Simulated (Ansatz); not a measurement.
H9Au5⁺, relaxed as a doublet with UKS PBE-D4/def2-SVP in Ansatz, starting from the GFN2-xTB geometry. Force threshold 0.02 eV/Å.

In the def2 sets Au takes a core potential; there is no spin–orbit coupling. In the doublet, H6 and H12 lie 0.84 Å apart (atoms count from 1), so H2 has formed as a molecule. The structure comes from a short search, and lower isomers may exist.

Start:

```xyz
14

Au    2.3111    0.9303    4.7015
Au   -0.9933   -0.8244   -2.1511
Au   -1.8779   -1.7774   -4.4615
Au   -0.0915    0.2158    0.0850
Au    0.8751    1.3006    2.3176
H    -2.5399   -2.3199   -5.6815
H     3.0735    0.3307    5.7861
H     0.2869    2.4218    1.6053
H    -1.2054   -1.9889   -3.0900
H     0.6344    0.0280    1.4257
H     1.5851    0.2603    3.2924
H    -2.3844   -1.3683   -5.8098
H     1.1512    2.3897    3.2165
H    -0.8249    0.4016   -1.2362
```

| step | energy (eV) | largest force component (eV/Å) | SCF passes |
| --- | --- | --- | --- |
| 1 | -18608.7589 | 3.455 | 21 |
| 2 | -18611.7666 | 1.312 | 26 |
| 3 | -18612.4371 | 0.773 | 25 |
| 4 | -18612.5753 | 0.689 | 28 |
| 5 | -18612.6619 | 0.317 | 28 |
| 6 | -18612.7267 | 0.198 | 28 |
| 7 | -18612.7409 | 0.310 | 26 |
| 8 | -18612.7605 | 0.056 | 22 |
| 9 (rejected) | -18612.7599 | 0.060 | 21 |
| 10 | -18612.7634 | 0.016 | 20 |
| 11 (rejected) | -18612.7633 | 0.092 | 21 |
| 12 | -18612.7635 | 0.043 | 22 |
| 13 (rejected) | -18612.7635 | 0.029 | 21 |
| 14 | -18612.7638 | 0.007 | 21 |
| 15 | -18612.7638 | 0.021 | 20 |
| 16 | -18612.7639 | 0.013 | 21 |

Force components are those of the run's own axes.

End:

```xyz
14

Au    2.275    1.373    4.935
Au   -1.065   -0.599   -2.281
Au   -1.906   -1.875   -4.566
Au   -0.114    0.433    0.059
Au    1.031    1.025    2.479
H    -3.083   -1.991   -5.933
H     3.103    0.729    6.141
H     0.152    1.846    1.248
H    -1.076   -2.152   -3.130
H     0.811   -0.330    1.419
H     1.955    0.145    3.758
H    -2.358   -1.789   -6.314
H     1.275    2.312    3.557
H    -0.999    0.873   -1.370
```

Bonds formed: Au1–H13, Au4–H8 (atoms count from 1).

The force fell under the threshold at step 10, but the optimiser went on. No frequencies were taken in this run, so the end may be a saddle point.

Hardware: 4 threads of Arm Neoverse V2 on a shared host. Wall time 70 s.
